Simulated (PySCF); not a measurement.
B(Cl)(H)(NHMe) (CH5BClN), SMILES CNBCl. Heavy atoms are numbered as in [BH:1]([Cl:2])[NH:4][CH3:5]. Hydrogens are named by the atom that carries them.

Geometry optimised at PBE-D3(BJ)/def2-SVP. The values are those of a single conformer.

All values below come from PBE0/pcSseg-1 in PySCF.

GIAO shieldings, no solvent; atoms alike by connectivity are averaged. δ = σ(ref) − σ: ¹¹B against BF3 (σ = 88.8 ppm); ³⁵Cl against HCl (σ = 945.9 ppm); ¹H against TMS (σ = 31.56 ppm); ¹⁵N against NH3 (σ = 267.4 ppm); ¹³C against TMS (σ = 186.3 ppm), references at their B3LYP-D3(BJ)/def2-TZVP geometries, non-relativistic (without spin–orbit terms, shifts of atoms bonded to Cl or Br come out too high).

Computed chemical shifts:
| nucleus | atoms | count | δ (ppm) |
|---|---|---|---|
| ¹¹B | B1 (BH) | 1 | 23.6 |
| ³⁵Cl | Cl2 | 1 | 106.8 |
| ¹H | H on B1 | 1 | 5.41 |
| ¹H | H on N4 | 1 | 4.39 |
| ¹H | H on C5 | 3 | 3.47 |
| ¹⁵N | N4 (NH) | 1 | 130.2 |
| ¹³C | C5 (CH3) | 1 | 38.3 |
